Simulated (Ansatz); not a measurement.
Conformers of C₂H₇O₂Si (`CO[SiH]OC`) radical, each relaxed with PBE0-D4/def2-TZVP in Ansatz. CBS adds the triple-zeta coupled-cluster correction to the MP2 limit.

Not all of them had a frequency check.

Conformer A:

Z-matrix (Å, degrees):
```
C
O 1 1.409
H 1 1.095 2 111.4
H 1 1.091 2 108.0 3 119.1
H 1 1.096 2 111.8 3 -121.8
Si 2 1.637 1 123.8 3 71.6
O 6 1.637 2 104.1 1 173.0
H 6 1.510 2 109.9 1 55.6
C 7 1.408 6 123.8 2 -172.0
H 9 1.095 7 111.4 6 -72.5
H 9 1.091 7 108.0 6 168.4
H 9 1.096 7 111.8 6 49.2
```

Conformer B:

Z-matrix (Å, degrees):
```
C
O 1 1.408
H 1 1.094 2 111.0
H 1 1.096 2 111.8 3 -121.5
H 1 1.092 2 108.3 3 119.0
Si 2 1.645 1 124.2 3 83.5
O 6 1.629 2 107.5 1 165.1
H 6 1.508 2 107.2 1 45.1
C 7 1.414 6 125.7 2 -42.0
H 9 1.095 7 110.9 6 -67.7
H 9 1.091 7 108.1 6 173.3
H 9 1.093 7 111.2 6 53.6
```

Task: Which is lowest in electronic energy at CCSD(T)/CBS (frozen core, def2 sets), and by how much? (Best estimate.)

Result: The calculation gave: B; A lies 2.2 kJ/mol higher.

Task: Give the energies relative to B (kJ/mol) with r2SCAN-D4/def2-TZVPP, PBE0-D4/def2-TZVPP, B3LYP-D4/def2-TZVPP, ωB97X-V/def2-TZVPP, PBE0/def2-TZVPP, CCSD/def2-TZVPP, SCS-MP2/def2-QZVPP. (Estimate.)

Result: The calculation gave: 
```tsv
level	A
r2SCAN-D4/def2-TZVPP	1.6
PBE0-D4/def2-TZVPP	2.7
B3LYP-D4/def2-TZVPP	3.0
ωB97X-V/def2-TZVPP	2.8
PBE0/def2-TZVPP	1.9
CCSD/def2-TZVPP	3.2
SCS-MP2/def2-QZVPP	2.5
```

B3LYP here is the variant with VWN-RPA as its local correlation; programs differ in this.
